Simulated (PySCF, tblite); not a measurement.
Species: C6H7ClO2Si.
SMILES with atom numbers: `[SiH3:1][O:2][C:3]1=[CH:4][O:5][CH:6]=[CH:7]/[C:8]1=[CH:9]/[Cl:10]` (hydrogens: H11, H12, H13 on Si1; H14 on C4; H15 on C6; H16 on C7; H17 on C9)

Geometry (GFN2-xTB, Å), atoms numbered from 1 in this order:
```xyz
17
C6H7ClO2Si angstrom
Si     2.822   -0.818    0.095
O      1.470    0.052   -0.158
C      0.160   -0.153    0.033
C     -0.314   -1.315    0.519
O     -1.629   -1.589    0.741
C     -2.504   -0.607    0.442
C     -2.156    0.587   -0.046
C     -0.767    0.932   -0.301
C     -0.449    2.141   -0.793
Cl     1.135    2.699   -1.144
H      2.789   -2.055   -0.689
H      2.954   -1.153    1.514
H      3.802    0.145   -0.374
H      0.328   -2.142    0.777
H     -3.522   -0.905    0.645
H     -2.912    1.323   -0.263
H     -1.215    2.869   -1.007
```

Computed, not measured: PBE0/pcSseg-1 in PySCF (dipole) on a GFN2-xTB geometry, gas phase.

Masses are those of the commonest isotopes; rigid-rotor values at the optimised geometry. The values belong to one conformer with, in the numbering `[SiH3:1][O:2][C:3]1=[CH:4][O:5][CH:6]=[CH:7]/[C:8]1=[CH:9]/[Cl:10]`, Si1–O2–C3–C4 -2°.

Question: Give the principal moments of inertia and the rotational constants in MHz.

Answer: Ia = 435.44, Ib = 572.04, Ic = 1001.71 u·Å²; 505379 MHz·u·Å²/I gives A = 1161, B = 883.5, C = 504.5 MHz.

Question: Classify the top.

Answer: An asymmetric top: κ = (2 × 883.5 − 1161 − 504.5)/(1161 − 504.5) ≈ 0.16.

Question: Is it planar, by Δ = Ic − Ia − Ib?

Answer: Not planar: Δ = Ic − Ia − Ib = -5.76 u·Å². For a rigid frame Δ = −2 Σ m c², so Σ m c² = 2.88 u·Å² lies off the ab plane: 2.87 from hydrogen and 0.01 from heavier atoms. The atom farthest from that plane is 1.22 Å away.

Question: Give the other two planar moments, Paa and Pbb, and the rms extents of the mass along the axes.

Answer: Paa = Σ m a² = (Ib + Ic − Ia)/2 = 569.15 and Pbb = Σ m b² = (Ia + Ic − Ib)/2 = 432.56 u·Å². With the mass M = 173.99 u, the rms extents √(P/M) along a, b and c are 1.81, 1.58, 0.13 Å.

Question: Where do the levels up to J = 5 lie, in K?

Answer: Above 0(0,0), as E/k:
J = 1: 1(0,1) 0.067, 1(1,1) 0.080, 1(1,0) 0.098
J = 2: 2(0,2) 0.190, 2(1,2) 0.195, 2(1,1) 0.250, 2(2,1) 0.289, 2(2,0) 0.299
J = 3: 3(0,3) 0.361, 3(1,3) 0.362, 3(1,2) 0.467, 3(2,2) 0.489, 3(2,1) 0.528, 3(3,1) 0.606, 3(3,0) 0.610
J = 4: 4(0,4) 0.579, 4(1,4) 0.580, 4(1,3) 0.739, 4(2,3) 0.747, 4(2,2) 0.833, 4(3,2) 0.886, 4(3,1) 0.908, 4(4,1) 1.033, 4(4,0) 1.034
J = 5: 5(0,5) 0.845, 5(1,5) 0.845, 5(1,4) 1.056, 5(2,4) 1.059, 5(2,3) 1.202, 5(3,3) 1.230, 5(3,2) 1.291, 5(4,2) 1.387, 5(4,1) 1.398, 5(5,1) 1.570, 5(5,0) 1.570
Those of J = 1 are B + C, A + C and A + B.

Question: Predict some low-J microwave lines.

Answer: The dipole components are |μa| = 1.69 D, |μb| = 1.00 D, |μc| = 0.02 D. The squared components, which scale the intensities, stand as 1.00 : 0.35 : 0.00 (a : b : c). Some lines, for components of 0.1 D or more:

```csv
type,branch,"J(Ka,Kc)",MHz,lower level (cm⁻¹)
a,Q,"1(1,0) ← 1(1,1)",379,0.056
b,Q,"1(1,0) ← 1(0,1)",656,0.046
b,Q,"2(2,0) ← 2(1,1)",1039,0.173
a,Q,"2(1,1) ← 2(1,2)",1137,0.135
b,Q,"2(1,1) ← 2(0,2)",1243,0.132
a,R,"1(0,1) ← 0(0,0)",1388,0.000
b,R,"1(1,1) ← 0(0,0)",1665,0.000
b,Q,"2(2,1) ← 2(1,2)",1968,0.135
b,R,"2(0,2) ← 1(1,1)",2291,0.056
a,R,"2(1,2) ← 1(1,1)",2397,0.056
b,R,"2(1,2) ← 1(0,1)",2674,0.046
b,R,"2(2,1) ← 1(1,0)",3986,0.068
b,R,"2(2,0) ← 1(1,1)",4573,0.056
```

Its GFN2-xTB frequencies are all real (lowest 47 cm⁻¹). These are rigid-rotor constants of the computed structure; measured ground-state constants (B0) also hold zero-point vibration. A rigid rotor knows nothing of internal rotation, which can split or shift real lines. Quadrupole hyperfine structure (35Cl) is left out.
